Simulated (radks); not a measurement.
I IV, 50 electrons, occupied as [Kr] 4d10 5s2 5p2. Method: scalar-relativistic Kohn-Sham, PBE, spin-polarised, spherical densities, point nucleus; open shells are filled with parallel spins first (spin-orbit coupling, left out, can overturn this in heavy ions); computed with a radial shooting solver on a logarithmic mesh with Libxc functionals.

Unscreened Slater integrals over Kohn-Sham orbitals (hartree). They are taken over the spin-up orbitals.

\begin{tabular}{lr}
integral & value \\ \hline
F0(5p,5p) & 0.42699 \\
F2(5p,5p) & 0.23333 \\
F0(5p,5s) & 0.45466 \\
G1(5p,5s) & 0.30590 \\
F0(5p,4d) & 0.52903 \\
F2(5p,4d) & 0.15369 \\
G1(5p,4d) & 0.048962 \\
G3(5p,4d) & 0.045777 \\
F0(5p,4p) & 0.53800 \\
F2(5p,4p) & 0.13291 \\
G0(5p,4p) & 0.026350 \\
G2(5p,4p) & 0.033957 \\
F0(5s,5s) & 0.49085 \\
F0(5s,4d) & 0.59615 \\
G2(5s,4d) & 0.075537 \\
F0(5s,4p) & 0.60842 \\
G1(5s,4p) & 0.044229 \\
F0(4d,4d) & 0.98365 \\
F2(4d,4d) & 0.49817 \\
F4(4d,4d) & 0.33062 \\
F0(4d,4p) & 1.0515 \\
F2(4d,4p) & 0.53474 \\
G1(4d,4p) & 0.68046 \\
G3(4d,4p) & 0.42178 \\
F0(4p,4p) & 1.1356 \\
F2(4p,4p) & 0.59640 \\
\end{tabular}

Derived for the open shells (J is the average intra-shell exchange parameter used in DFT+U). 5p: J = F2/5 = 0.04667 hartree.
